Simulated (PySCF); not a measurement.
# Frontier levels across methods

C7H9N.
Structure used (PBE0-D3(BJ)/def2-SVP), in Å, numbered top down from 1:
```
atom  x, y, z in Å
C1     2.322   -0.090    0.588
C2     1.447   -0.282   -0.648
C3    -0.010   -0.061   -0.354
C4    -0.595    1.205   -0.455
C5    -1.940    1.364   -0.125
N6    -2.721    0.371    0.289
C7    -2.169   -0.836    0.387
C8    -0.835   -1.102    0.082
H9     3.384   -0.255    0.351
H10    2.218    0.929    0.993
H11    2.038   -0.792    1.387
H12    1.768    0.414   -1.440
H13    1.588   -1.299   -1.047
H14   -0.008    2.063   -0.793
H15   -2.408    2.353   -0.204
H16   -2.824   -1.647    0.726
H17   -0.443   -2.118    0.179
```

Basis pcSseg-1 throughout (PySCF), one geometry. Isolated species at its PBE0-D3(BJ)/def2-SVP geometry (one conformer only).

Question: How do the orbital energies, the gap and the dipole change with the method?

Answer: 
| method | kind | HOMO (eV) | LUMO (eV) | gap (eV) | μ (D) | SCF cycles |
| --- | --- | --- | --- | --- | --- | --- |
| BLYP | GGA | -5.60 | -1.44 | 4.15 | 2.70 | 15 |
| B97-D | GGA | -5.75 | -1.51 | 4.24 | 2.74 | 16 |
| LDA | LDA | -5.82 | -1.85 | 3.97 | 2.84 | 14 |
| BP86 | GGA | -5.84 | -1.71 | 4.14 | 2.77 | 15 |
| KT3 | GGA | -5.94 | -1.54 | 4.40 | 2.64 | 16 |
| B3LYP | global hybrid | -7.04 | -0.86 | 6.17 | 2.77 | 14 |
| PBE0 | global hybrid | -7.31 | -0.69 | 6.63 | 2.81 | 14 |
| mPW1PW91 | global hybrid | -7.36 | -0.70 | 6.65 | 2.82 | 14 |
| CAM-B3LYP | range-separated hybrid | -8.74 | 0.45 | 9.19 | 2.80 | 13 |
| HF | Hartree–Fock | -9.42 | 3.04 | 12.46 | 2.88 | 12 |

The HOMO spans 3.83 eV, from BLYP down to HF, and the gap runs from 3.97 eV (LDA) to 12.46 eV (HF). Over the methods BLYP (0 %), B97-D (0 %), LDA (0 %), BP86 (0 %), KT3 (0 %), B3LYP (20 %), PBE0 (25 %), mPW1PW91 (25 %), HF (100 %), a straight line through the gap against the share of exact exchange rises by 0.83 eV for each 10 % (correlation coefficient 0.997). The dipole ranges from 2.64 D (KT3) to 2.88 D (HF). This basis has no diffuse functions.

The vertical ΔSCF ionisation energy at wB97X-D/def2-SVPD is 9.36 eV; −ε(HOMO) comes closest to it with HF (9.42 eV).
